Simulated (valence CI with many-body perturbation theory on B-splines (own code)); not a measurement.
**E1 line list for Ce45+**

Calculated by relativistic CI+MBPT: three valence electrons over a frozen Dirac-Fock core [Ne], radial functions for each j: 11 s, 11 p, 9 d, 7 f, 5 g, 2 h, 1 i, with the one-electron correlation potential Σ1 (screened to all orders), the two-electron term Σ2, the three-electron term Σ3, Breit, model QED; selected single and double excitations, second order for the rest (own B-spline code, finite nucleus).

No measured spectrum was set against this ion. As an estimate, large intervals hold to a few tenths of a per cent, small ones and those within an open d or f shell to about a per cent.

Lines 201 to 250 of 275 in falling wavelength, among levels below 52.174 Ry, chosen from the strongest by gf and those to the six lowest levels. Wavelengths and rates use the calculated energies. Electric multipoles are in the length gauge, E1 and E2 with the static RPA response of the core. Weak lines are less certain than strong ones. Lines between different terms over intervals too small for the method are left out, as are lines whose strength nearly cancels. The highest levels of a list are the least certain.

Levels are named by their leading jj configuration (3d3/2^4 stands for four electrons in 3d with j = 3/2), which in mixed levels can hold well under half, so a name can repeat and another be missing. Letters in brackets count levels of one name in rising energy.

| λ vac (nm) | Upper | Lower | A (s⁻¹) | S (a.u.) with core polarisation | S without |
| --- | --- | --- | --- | --- | --- |
| 4.295 | (3s 3d3/2 3d5/2) J=3/2 [a] | (3s 3p1/2 3d5/2) J=5/2 [a] | 3.11e+11 | 4.87e-02 | 4.96e-02 |
| 4.276 | (3s 3d3/2^2) J=5/2 | (3s 3p1/2 3d3/2) J=5/2 | 3.29e+11 | 7.62e-02 | 7.76e-02 |
| 4.258 | (3s 3d3/2^2) J=3/2 | (3s 3p1/2 3d3/2) J=3/2 [a] | 3.25e+11 | 4.96e-02 | 5.05e-02 |
| 4.255 | (3s 3p3/2 3d3/2) J=5/2 [b] | (3s 3p1/2 3p3/2) J=3/2 [b] | 2.01e+11 | 4.59e-02 | 4.68e-02 |
| 4.247 | (3s 3d3/2 3d5/2) J=5/2 [a] | (3s 3p1/2 3d3/2) J=3/2 [b] | 4.45e+10 | 1.01e-02 | 1.03e-02 |
| 4.240 | (3s 3p3/2 3d3/2) J=3/2 [b] | (3s 3p1/2 3p3/2) J=5/2 | 1.05e+08 | 1.58e-05 | 1.60e-05 |
| 4.240 | (3s 3p3/2 3d5/2) J=3/2 [a] | (3s 3p1/2 3p3/2) J=3/2 [b] | 1.22e+11 | 1.83e-02 | 1.87e-02 |
| 4.221 | (3s 3p3/2 3d3/2) J=1/2 [b] | (3s 3p1/2 3p3/2) J=3/2 [b] | 7.31e+08 | 5.43e-05 | 5.53e-05 |
| 4.131 | (3s 3p3/2 3d5/2) J=5/2 [a] | (3s 3p1/2 3p3/2) J=5/2 | 1.81e+10 | 3.79e-03 | 3.86e-03 |
| 4.066 | (3s 3p3/2 3d3/2) J=3/2 [b] | (3s 3p1/2 3p3/2) J=3/2 [a] | 2.22e+08 | 2.94e-05 | 2.99e-05 |
| 4.024 | (3s 3p3/2 3d3/2) J=5/2 [b] | (3s 3p1/2 3p3/2) J=5/2 | 1.99e+10 | 3.84e-03 | 3.91e-03 |
| 4.019 | (3s 3p1/2 3d5/2) J=3/2 | (3s 3p1/2^2) J=1/2 | 1.18e+11 | 1.52e-02 | 1.55e-02 |
| 4.011 | (3s 3p3/2 3d5/2) J=3/2 [a] | (3s 3p1/2 3p3/2) J=5/2 | 2.79e+07 | 3.55e-06 | 3.61e-06 |
| 4.007 | (3s 3p3/2 3d5/2) J=7/2 [a] | (3s 3p1/2 3p3/2) J=5/2 | 6.65e+10 | 1.69e-02 | 1.72e-02 |
| 3.966 | (3s 3p3/2 3d5/2) J=5/2 [a] | (3s 3p1/2 3p3/2) J=3/2 [a] | 1.26e+09 | 2.32e-04 | 2.37e-04 |
| 3.961 | (3s 3d3/2 3d5/2) J=5/2 [a] | (3s 3p1/2 3d3/2) J=5/2 | 4.13e+10 | 7.60e-03 | 7.74e-03 |
| 3.954 | (3s 3p3/2 3d5/2) J=1/2 | (3s 3p1/2 3p3/2) J=3/2 [b] | 2.88e+10 | 1.76e-03 | 1.79e-03 |
| 3.872 | (3s 3p3/2 3d5/2) J=3/2 [b] | (3s 3p1/2 3p3/2) J=3/2 [b] | 9.49e+07 | 1.09e-05 | 1.11e-05 |
| 3.866 | (3s 3p3/2 3d3/2) J=5/2 [b] | (3s 3p1/2 3p3/2) J=3/2 [a] | 5.49e+07 | 9.39e-06 | 9.60e-06 |
| 3.854 | (3s 3p3/2 3d5/2) J=3/2 [a] | (3s 3p1/2 3p3/2) J=3/2 [a] | 1.19e+10 | 1.35e-03 | 1.38e-03 |
| 3.851 | (3s 3p3/2 3d5/2) J=7/2 [b] | (3s 3p1/2 3p3/2) J=5/2 | 5.70e+07 | 1.28e-05 | 1.33e-05 |
| 3.848 | (3s 3p3/2 3d5/2) J=5/2 [b] | (3s 3p1/2 3p3/2) J=3/2 [b] | 9.29e+09 | 1.57e-03 | 1.60e-03 |
| 3.838 | (3s 3p3/2 3d3/2) J=1/2 [b] | (3s 3p1/2 3p3/2) J=3/2 [a] | 5.40e+07 | 3.02e-06 | 3.07e-06 |
| 3.680 | (3s 3p3/2 3d5/2) J=3/2 [b] | (3s 3p1/2 3p3/2) J=5/2 | 8.09e+09 | 7.96e-04 | 8.11e-04 |
| 3.658 | (3s 3p3/2 3d5/2) J=5/2 [b] | (3s 3p1/2 3p3/2) J=5/2 | 9.16e+09 | 1.33e-03 | 1.35e-03 |
| 3.616 | (3s 3p3/2 3d5/2) J=1/2 | (3s 3p1/2 3p3/2) J=3/2 [a] | 7.69e+08 | 3.59e-05 | 3.66e-05 |
| 3.548 | (3s 3p3/2 3d5/2) J=3/2 [b] | (3s 3p1/2 3p3/2) J=3/2 [a] | 1.21e+09 | 1.07e-04 | 1.09e-04 |
| 3.527 | (3s 3p3/2 3d5/2) J=5/2 [b] | (3s 3p1/2 3p3/2) J=3/2 [a] | 5.56e+09 | 7.23e-04 | 7.37e-04 |
| 3.478 | (3p1/2 3p3/2^2) J=3/2 | (3s 3p1/2^2) J=1/2 | 6.13e+09 | 5.09e-04 | 5.18e-04 |
| 3.424 | (3s 3p3/2^2) J=1/2 | (3s^2 3p1/2) J=1/2 | 4.51e+09 | 1.79e-04 | 1.82e-04 |
| 3.400 | (3p1/2 3p3/2^2) J=1/2 | (3s 3p1/2^2) J=1/2 | 3.05e+09 | 1.18e-04 | 1.20e-04 |
| 3.387 | (3p3/2^3) J=3/2 | (3s 3p1/2 3p3/2) J=3/2 [b] | 1.79e+07 | 1.38e-06 | 1.40e-06 |
| 3.376 | (3s 3p3/2^2) J=3/2 | (3s^2 3p1/2) J=1/2 | 6.23e+07 | 4.73e-06 | 4.84e-06 |
| 3.267 | (3s 3p3/2 3d3/2) J=3/2 [a] | (3s 3p1/2^2) J=1/2 | 1.02e+09 | 7.04e-05 | 7.18e-05 |
| 3.258 | (3s 3p3/2 3d3/2) J=1/2 [a] | (3s 3p1/2^2) J=1/2 | 3.93e+08 | 1.34e-05 | 1.37e-05 |
| 3.239 | (3p3/2^3) J=3/2 | (3s 3p1/2 3p3/2) J=5/2 | 1.82e+09 | 1.22e-04 | 1.24e-04 |
| 3.162 | (3p1/2^2 3d3/2) J=3/2 | (3s^2 3p3/2) J=3/2 | 7.75e+07 | 4.84e-06 | 4.93e-06 |
| 3.136 | (3p3/2^3) J=3/2 | (3s 3p1/2 3p3/2) J=3/2 [a] | 2.84e+06 | 1.73e-07 | 1.78e-07 |
| 3.098 | (3s 3p3/2 3d3/2) J=3/2 [b] | (3s 3p1/2^2) J=1/2 | 4.44e+08 | 2.60e-05 | 2.66e-05 |
| 2.974 | (3s 3p3/2 3d5/2) J=3/2 [a] | (3s 3p1/2^2) J=1/2 | 5.08e+08 | 2.64e-05 | 2.69e-05 |
| 2.964 | (3s 3p3/2 3d3/2) J=1/2 [b] | (3s 3p1/2^2) J=1/2 | 3.66e+08 | 9.41e-06 | 9.60e-06 |
| 2.906 | (3p1/2^2 3d5/2) J=5/2 | (3s^2 3p3/2) J=3/2 | 2.56e+07 | 1.86e-06 | 1.90e-06 |
| 2.830 | (3s 3p3/2 3d5/2) J=1/2 | (3s 3p1/2^2) J=1/2 | 2.61e+09 | 5.84e-05 | 5.96e-05 |
| 2.788 | (3s 3p3/2 3d5/2) J=3/2 [b] | (3s 3p1/2^2) J=1/2 | 6.39e+08 | 2.73e-05 | 2.79e-05 |
| 2.537 | (3p1/2 3p3/2 3d3/2) J=5/2 [a] | (3s^2 3p3/2) J=3/2 | 8.85e+05 | 4.28e-08 | 4.41e-08 |
| 2.527 | (3p3/2^3) J=3/2 | (3s 3p1/2^2) J=1/2 | 7.00e+07 | 2.23e-06 | 2.27e-06 |
| 2.506 | (3p1/2 3p3/2 3d3/2) J=3/2 [a] | (3s^2 3p3/2) J=3/2 | 9.95e+06 | 3.09e-07 | 3.14e-07 |
| 2.496 | (3p1/2 3p3/2 3d3/2) J=1/2 [a] | (3s^2 3p3/2) J=3/2 | 3.05e+06 | 4.68e-08 | 4.78e-08 |
| 2.444 | (3p1/2^2 3d3/2) J=3/2 | (3s^2 3p1/2) J=1/2 | 4.79e+06 | 1.38e-07 | 1.43e-07 |
| 2.401 | (3p1/2 3p3/2 3d3/2) J=3/2 [b] | (3s^2 3p3/2) J=3/2 | 5.64e+07 | 1.54e-06 | 1.56e-06 |
